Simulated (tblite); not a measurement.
Species: CH9ClO2Si3.
Atom-mapped SMILES: `[CH3:1][O:2][Si@:3]([SiH3:4])([Cl:5])[O:6][SiH3:7]` (hydrogens: H8, H9, H10 on C1; H11, H12, H13 on Si4; H14, H15, H16 on Si7)

Geometry (GFN2-xTB, Å), atoms numbered from 1 in this order:
```
atom  x, y, z in Å
C1     2.5635   -0.3240   -0.1155
O2     1.1904   -0.5815   -0.1693
Si3    0.0089    0.1386    0.6813
Si4   -0.3038    2.3490    0.1515
Cl5    0.3726   -0.2459    2.6428
O6    -1.3196   -0.6678    0.2629
Si7   -2.3494   -1.9089    0.0589
H8     2.9368   -0.4270    0.9061
H9     3.0638   -1.0469   -0.7594
H10    2.7784    0.6878   -0.4691
H11   -0.5402    2.5401   -1.2853
H12   -1.4284    2.9641    0.8618
H13    0.8892    3.1483    0.4723
H14   -3.5895   -1.4182    0.6561
H15   -1.8405   -3.0932    0.7460
H16   -2.4398   -2.1056   -1.3849
```

Calculated harmonic vibrations of the isolated species, GFN2-xTB (tblite), most abundant isotopes, no scaling. This tight-binding method is rough: wavenumbers can miss measured ones by several per cent, in bad cases by 10 to 20. Modes of hydrogen on silicon can be 10 to 20 % off. One conformer, not necessarily the lowest. The optimisation stopped once no atom felt more than 0.01 eV/Å.

Lowest wavenumbers of the output (negative numbers stand for imaginary wavenumbers):
```
mode    cm-1
  1     -26.0
  2      24.8
  3      38.2
  4      48.3
  5      59.5
  6      94.1
  7     105.8
  8     108.0
  9     165.8
 10     201.4
 11     244.5
 12     292.3
 13     381.5
 14     469.3
 15     476.0
```

Problem. Is this structure a minimum?

Solution. Not by this Hessian. 1 mode is imaginary beyond 20i (26i cm⁻¹), so at this level the point lies at or near a first-order saddle. The curvature is small, so loose convergence or finite differences may be the whole cause.

Problem. Which atoms move in the imaginary mode?

Solution. 26i: H16 (Si–H hydrogen) 33 %, H14 (Si–H hydrogen) 31 %, H15 (Si–H hydrogen) 21 %. These are shares of the mass-weighted motion.

Problem. What is the remedy?

Solution. Step along that mode in both directions, optimise again with tighter thresholds and repeat the frequencies. The zero-point energy of this point (59.9 kcal/mol) counts the 41 real modes alone, and thermal corrections from it aren't those of a minimum.

Time: 1.4 s wall. Hardware: one thread, Intel Xeon Platinum 8259CL at 2.50 GHz (x86_64), on a shared host. The figure is for the frequency step alone.
